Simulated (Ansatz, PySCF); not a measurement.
Reaction (SMILES): [CH2-]SC → CC[S-]
Structures are relaxed separately at B3LYP-D3(BJ)/def2-TZVP in Ansatz (a program for electronic structure), one conformer each, not searched for the lowest.

Property: isomerisation energy (enthalpy at 298 K, with B3LYP-D3(BJ) rigid-rotor harmonic-oscillator terms from PySCF), in kcal/mol. Valence correlation only, unless marked. Spin-orbit coupling is left out. No relativistic terms. Anions need diffuse functions: aug- sets have them; def2-D sets add few; the other sets have none. Basis-set limits of correlation are two-point, X^-3; Hartree-Fock from the larger set. [CCSD(T)-MP2]/basis is that difference in the basis named.

| level | program | isomerisation energy (kcal/mol) |
|---|---|---|
| PBE0-D3(BJ)/def2-TZVP | Ansatz + dftd3 | -38.0 |
| r2SCAN0-D4/def2-TZVPD | Ansatz + dftd4 | -40.8 |
| B2GP-PLYP-D3(BJ)/def2-TZVPD | Ansatz + dftd3 | [?] |
| RPA@PBE/cc-pV(T+d)Z | Ansatz | -39.4 |
| CCSD/6-31G | Ansatz | [?] |
| RI-MP2/CBS(aug-cc-pV(T+d)Z,aug-cc-pV(Q+d)Z)+[CCSD(T)-MP2]/aug-cc-pV(T+d)Z | Ansatz | [?] |

Complete the blanks.


- B2GP-PLYP-D3(BJ)/def2-TZVPD, isomerisation energy (kcal/mol): -40.7
- CCSD/6-31G, isomerisation energy (kcal/mol): -67.1
- RI-MP2/CBS(aug-cc-pV(T+d)Z,aug-cc-pV(Q+d)Z)+[CCSD(T)-MP2]/aug-cc-pV(T+d)Z, isomerisation energy (kcal/mol): -40.1
